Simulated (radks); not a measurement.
Valence configurations of Ni II (all share [Ar]). Calculated with a radial shooting solver on a logarithmic mesh with Libxc functionals: scalar-relativistic Kohn-Sham, PBEsol, spin-unpolarised, spherical densities, point nucleus. Energies are relative to 3d9; eigenvalues in eV.

valence	E (eV)	e(3d)	e(4p)	e(4s)
3d9	0.000	-12.945	-	-
3d8.5 4s0.5	1.130	-15.307	-	-12.276
3d8 4s1	3.072	-17.955	-	-13.177
3d8.5 4p0.5	3.825	-16.119	-7.381	-
3d8 4s0.5 4p0.5	5.913	-18.761	-7.969	-13.684
3d8 4p1	8.785	-19.544	-8.389	-
3d7 4s1 4p1	16.221	-25.578	-9.531	-15.933
3d7 4p2	22.686	-27.042	-10.228	-
3d6.5 4p2.5	31.878	-31.079	-11.090	-
3d6 4p3	42.708	-35.288	-11.928	-

NIST lists [Ar] 3d9 as the ground configuration; this level of theory agrees among the configurations tried. The energies are those of spherical spin-averaged densities, not of single terms.
